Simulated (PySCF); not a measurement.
PySCF input for C₂H₉FSi₃, SMILES [Si@@H]1([SiH2]C[C@@H]1F)[SiH3], B3LYP-D3(BJ)/def2-SVP. Coordinates come from a B3LYP-D3(BJ)/def2-SVP optimisation. The structure was generated by enumeration; whether it is a known compound was not checked.

```python
import numpy as np
from pyscf import gto, scf, dft, df
from pyscf.hessian import thermo

mol = gto.M(
    atom='''
    F    -0.89658668   -0.94638250   -2.18005975
    C    -0.80884716   -0.07404720   -1.10638992
    C    -2.10129807    0.00544655   -0.27210230
    Si   -1.32556928    0.56623596    1.39738767
    Si    0.46963271   -0.48878289    0.30630544
    Si    2.63291156    0.39009237    0.10596618
    H    -0.57134541    0.92921959   -1.50934735
    H    -2.91159126    0.59386549   -0.73120511
    H    -2.47444669   -1.02188300   -0.11289602
    H    -1.20535801    2.04743404    1.52511658
    H    -1.96365124    0.00840107    2.62178685
    H     0.47442316   -1.95941141    0.56909335
    H     2.53168605    1.83902308   -0.24037001
    H     3.36770048    0.25438800    1.39840173
    H     3.40508472   -0.30762668   -0.96431925
    ''',
    basis='def2-SVP',
    charge=0,
    spin=0,
    max_memory=1600,
    verbose=3,
)
mf = dft.RKS(mol, xc='b3lyp').density_fit(auxbasis='def2-universal-jkfit')
mf.disp = 'd3bj'
mf.grids.level = 3
mf.conv_tol = 1e-11
mf.max_cycle = 100
mf.kernel()

# [left out here: the lines that compute and print the analytic Hessian (its translational invariance restored by hand, since the grid's response is missing), thermochemistry and intensities]
```

Log of the run:

```
[...]
       6   H                -0.04  0.00  0.01    0.01 -0.00  0.00    0.44 -0.05  0.02
       7   H                 0.02 -0.02 -0.06   -0.01 -0.01 -0.00   -0.25 -0.02  0.23
       8   H                 0.01  0.02  0.02    0.01 -0.00 -0.00    0.08 -0.14 -0.31
       9   H                 0.21  0.03 -0.55    0.06  0.01 -0.18    0.06  0.01 -0.01
      10   H                 0.03 -0.51 -0.21    0.00 -0.17 -0.08   -0.13 -0.11 -0.13
      11   H                -0.01  0.00  0.03   -0.03 -0.01 -0.02   -0.02  0.00 -0.05
      12   H                 0.02  0.08  0.35    0.22 -0.12 -0.52   -0.01  0.00  0.02
      13   H                -0.06  0.30  0.06   -0.28 -0.01  0.17    0.03 -0.00 -0.02
      14   H                -0.15 -0.17 -0.01   -0.15  0.50 -0.43    0.02 -0.02  0.03
Mode                                24                  25                  26
Irrep
Freq [cm^-1]                     1064.0617           1066.8408           1147.3679
Reduced mass [au]                   2.4327              2.0638              1.6806
Force const [Dyne/A]                1.6228              1.3839              1.3035
Char temp [K]                    1530.9479           1534.9464           1650.8069
Normal mode                   x     y     z       x     y     z       x     y     z
       0   F                -0.01  0.04  0.05    0.01  0.06  0.07    0.02  0.04  0.03
       1   C                 0.13 -0.03 -0.13   -0.07 -0.11 -0.09   -0.04 -0.09 -0.07
       2   C                -0.08 -0.02  0.02    0.03 -0.01 -0.08   -0.00  0.05  0.12
       3  Si                 0.01 -0.01  0.01   -0.01  0.01  0.01    0.00  0.00 -0.01
       4  Si                -0.00 -0.00  0.00    0.01  0.01  0.00    0.00 -0.00  0.01
       5  Si                 0.00  0.00 -0.00   -0.00  0.00  0.00    0.00  0.00 -0.00
       6   H                -0.13  0.02 -0.18    0.32 -0.16 -0.01   -0.07 -0.14 -0.23
       7   H                -0.00 -0.03 -0.13   -0.22  0.09  0.48    0.10 -0.19 -0.38
       8   H                -0.30  0.11  0.42    0.10 -0.02  0.01    0.13 -0.10 -0.51
       9   H                -0.06  0.01 -0.10    0.04  0.00  0.00    0.01 -0.01  0.03
      10   H                -0.04 -0.01 -0.01    0.02 -0.01  0.01   -0.02 -0.01 -0.02
      11   H                 0.02  0.00  0.03   -0.08 -0.02 -0.08   -0.01 -0.01 -0.03
      12   H                -0.01  0.00  0.00   -0.00  0.00  0.00   -0.00 -0.00 -0.00
      13   H                -0.03 -0.01  0.01    0.00 -0.00 -0.00   -0.01 -0.01  0.01
      14   H                -0.00 -0.00 -0.00   -0.01 -0.01  0.00    0.00  0.00 -0.00
Mode                                27                  28                  29
Irrep
Freq [cm^-1]                     1244.2626           1354.3849           1431.1380
Reduced mass [au]                   1.3238              1.1773              1.1091
Force const [Dyne/A]                1.2075              1.2724              1.3383
Char temp [K]                    1790.2168           1948.6583           2059.0890
Normal mode                   x     y     z       x     y     z       x     y     z
       0   F                -0.00  0.01 -0.00   -0.00 -0.02  0.01    0.00 -0.00  0.01
       1   C                 0.09 -0.07  0.06    0.02 -0.03 -0.09   -0.00 -0.01 -0.04
       2   C                -0.02  0.05 -0.05    0.01  0.04  0.02   -0.08 -0.01  0.00
       3  Si                 0.00  0.00  0.00    0.00  0.00  0.00   -0.00 -0.00  0.00
       4  Si                -0.01 -0.00 -0.00    0.00  0.00  0.00    0.00  0.00  0.00
       5  Si                 0.00 -0.00  0.00   -0.00  0.00 -0.00   -0.00  0.00 -0.00
       6   H                -0.68  0.01 -0.19   -0.17  0.38  0.77   -0.02  0.06  0.13
       7   H                -0.23  0.04  0.31   -0.12 -0.13  0.01    0.38  0.50 -0.11
       8   H                 0.23 -0.06 -0.16   -0.01  0.01 -0.16    0.62 -0.22  0.19
       9   H                -0.01  0.01 -0.00   -0.00  0.00 -0.01   -0.00  0.00 -0.00
      10   H                -0.02 -0.01 -0.01   -0.00  0.00 -0.00   -0.00 -0.00  0.00
      11   H                 0.03  0.01  0.04   -0.01 -0.01 -0.02   -0.01 -0.01 -0.01
      12   H                 0.00 -0.00 -0.00   -0.00  0.00 -0.00    0.00  0.00 -0.00
      13   H                 0.01  0.01 -0.00   -0.00 -0.00  0.00   -0.00 -0.00  0.00
      14   H                -0.00  0.00 -0.00   -0.00 -0.00 -0.00    0.00 -0.00  0.00
Mode                                30                  31                  32
Irrep
Freq [cm^-1]                     2199.9976           2206.8624           2215.9867
Reduced mass [au]                   1.0394              1.0213              1.0366
Force const [Dyne/A]                2.9641              2.9306              2.9991
Char temp [K]                    3165.3067           3175.1837           3188.3115
Normal mode                   x     y     z       x     y     z       x     y     z
       0   F                -0.00 -0.00 -0.00   -0.00 -0.00 -0.00    0.00 -0.00 -0.00
       1   C                 0.00  0.00  0.00    0.00  0.00  0.00   -0.00  0.00  0.00
       2   C                -0.00 -0.00 -0.00   -0.00  0.00 -0.00    0.00 -0.00  0.00
       3  Si                -0.00 -0.00  0.00   -0.00  0.00  0.00    0.00 -0.02 -0.01
       4  Si                -0.00  0.03 -0.01    0.00  0.01 -0.00   -0.00  0.00 -0.00
       5  Si                 0.01 -0.00  0.00   -0.01 -0.01  0.00   -0.01  0.01  0.00
       6   H                -0.00  0.01 -0.01   -0.00  0.00 -0.00    0.00 -0.00  0.00
       7   H                -0.00 -0.00  0.00   -0.00 -0.00  0.00    0.00 -0.00 -0.00
       8   H                -0.00  0.00 -0.00    0.00  0.00  0.00   -0.00 -0.00 -0.00
       9   H                 0.00  0.07  0.01   -0.01 -0.13 -0.01    0.07  0.82  0.06
      10   H                 0.02  0.02 -0.05    0.04  0.04 -0.07   -0.12 -0.12  0.23
      11   H                 0.00 -0.90  0.16   -0.00 -0.25  0.05    0.00 -0.09  0.01
      12   H                 0.01 -0.01  0.00   -0.06  0.64 -0.15    0.01 -0.19  0.05
      13   H                -0.11  0.02 -0.21    0.22 -0.05  0.41    0.06 -0.01  0.11
      14   H                -0.12  0.12  0.18    0.24 -0.23 -0.34    0.20 -0.18 -0.28
Mode                                33                  34                  35
Irrep
Freq [cm^-1]                     2217.2653           2217.6862           2232.3423
Reduced mass [au]                   1.0512              1.0471              1.0494
Force const [Dyne/A]                3.0448              3.0343              3.0812
Char temp [K]                    3190.1511           3190.7567           3211.8436
Normal mode                   x     y     z       x     y     z       x     y     z
       0   F                -0.00 -0.00  0.00   -0.00 -0.00 -0.00    0.00  0.00  0.00
       1   C                 0.00  0.00  0.00    0.00  0.00  0.00   -0.00  0.00 -0.00
       2   C                -0.00 -0.00 -0.00   -0.00 -0.00 -0.00   -0.00 -0.00 -0.00
       3  Si                -0.00 -0.00  0.00   -0.00  0.01  0.01   -0.01 -0.02  0.03
       4  Si                -0.00  0.00 -0.00   -0.00  0.01 -0.00    0.00 -0.00  0.00
       5  Si                -0.01  0.00 -0.04   -0.01  0.03  0.01    0.00 -0.00  0.00
       6   H                 0.00  0.00 -0.00    0.00  0.00 -0.00    0.00 -0.00 -0.00
       7   H                -0.00 -0.00  0.00   -0.00  0.00  0.00   -0.00  0.00  0.00
       8   H                -0.00  0.00  0.00   -0.00  0.00  0.00   -0.00 -0.00  0.00
       9   H                 0.00  0.03  0.00   -0.03 -0.37 -0.03    0.02  0.34  0.04
      10   H                 0.01  0.01 -0.03    0.09  0.09 -0.18    0.39  0.34 -0.74
      11   H                 0.00 -0.07  0.01    0.00 -0.18  0.03   -0.00  0.10 -0.02
      12   H                 0.02 -0.26  0.05    0.04 -0.62  0.15   -0.00  0.04 -0.01
      13   H                 0.40 -0.07  0.70    0.04  0.00  0.09   -0.02  0.00 -0.04
      14   H                -0.25  0.22  0.33    0.28 -0.25 -0.40   -0.02  0.01  0.02
Mode                                36                  37                  38
Irrep
Freq [cm^-1]                     3010.0220           3038.3143           3102.9416
Reduced mass [au]                   1.0844              1.0599              1.1050
Force const [Dyne/A]                5.7886              5.7650              6.2684
Char temp [K]                    4330.7515           4371.4578           4464.4421
Normal mode                   x     y     z       x     y     z       x     y     z
       0   F                -0.00  0.00  0.00    0.00  0.00  0.00   -0.00 -0.00  0.00
       1   C                 0.02  0.07 -0.03   -0.00 -0.01  0.00    0.00  0.01 -0.00
       2   C                -0.00 -0.01  0.00   -0.05 -0.04 -0.01   -0.03  0.07 -0.03
       3  Si                 0.00  0.00 -0.00    0.00 -0.00  0.00    0.00  0.00  0.00
       4  Si                 0.00  0.00 -0.00    0.00 -0.00  0.00    0.00  0.00  0.00
       5  Si                 0.00  0.00 -0.00    0.00  0.00 -0.00    0.00  0.00 -0.00
       6   H                -0.20 -0.86  0.36    0.02  0.08 -0.03   -0.02 -0.07  0.03
       7   H                -0.01  0.01 -0.01    0.38 -0.31  0.22    0.58 -0.42  0.33
       8   H                 0.04  0.11 -0.02    0.26  0.75 -0.12   -0.18 -0.48  0.07
       9   H                -0.00 -0.00  0.00    0.00  0.00  0.00   -0.00 -0.00 -0.00
      10   H                 0.00 -0.00 -0.00    0.00  0.00 -0.00   -0.00 -0.00 -0.00
      11   H                 0.00 -0.01  0.00    0.00  0.00 -0.00   -0.00 -0.00  0.00
      12   H                -0.00 -0.00  0.00    0.00  0.00 -0.00   -0.00 -0.00  0.00
      13   H                -0.00 -0.00  0.00   -0.00 -0.00 -0.00   -0.00 -0.00  0.00
      14   H                -0.00 -0.00  0.00   -0.00  0.00  0.00   -0.00 -0.00  0.00
temperature 298.1500 [K]
pressure 101325.00 [Pa]
Rotational constants [GHz] 2.22166 1.24530 0.87192
Symmetry number 1
Zero-point energy (ZPE) 0.09776 [Eh]   256676.245 [J/mol]
                           tot       elec      trans        rot        vib
Entropy [J/mol/K]       399.307      0.000    170.047    122.501    106.759
Cv [J/mol/K]            145.968      0.000     12.472     12.472    121.025
Cp [J/mol/K]            154.282      0.000     20.786     12.472    121.025
Internal energy [J/mol]                      3718.434   3718.434 274173.703
Internal energy [Eh]   -1049.48271  -1049.58996
Enthalpy [J/mol]                             6197.391   3718.434 274173.703
Enthalpy [Eh]          -1049.48176
Gibbs free energy [J/mol]                  -44502.047 -32805.369 242343.634
Gibbs free energy [Eh] -1049.52711
mode   freq/cm-1   IR/(km/mol)
   1       74.26         0.549
   2       83.06         0.140
   3       94.76         0.718
   4      132.09         3.377
   5      247.09         1.605
   6      323.83         3.080
   7      375.50         1.380
   8      386.38         0.160
   9      429.05        25.678
  10      450.89         9.695
  11      507.14         5.990
  12      530.22         7.689
  13      566.03         0.712
  14      629.39        21.726
  15      665.84        71.387
  16      684.47        20.619
  17      723.71       159.250
  18      732.85        13.437
  19      832.82       147.992
  20      884.76       197.623
  21      942.01        97.690
  22      942.23        28.400
  23      944.06        62.672
  24      981.00        21.410
  25     1064.06        42.993
  26     1066.84        22.916
  27     1147.37        51.383
  28     1244.26         4.183
  29     1354.38        10.759
  30     1431.14         5.571
  31     2200.00        47.074
  32     2206.86        65.341
  33     2215.99        24.007
  34     2217.27        83.810
  35     2217.69       179.767
  36     2232.34       114.607
  37     3010.02        18.021
  38     3038.31         9.636
  39     3102.94        11.751
max |gradient| / (hartree/bohr): 6.382102563868792e-05
APT charges: [-0.5476  0.3889 -0.2936  0.7626  0.4772  0.7285 -0.0433 -0.0184  0.0115
 -0.2439 -0.251  -0.2355 -0.2361 -0.2437 -0.2557]
```

Self-consistency was reached.

Cost: around 7 core-minutes (rough).
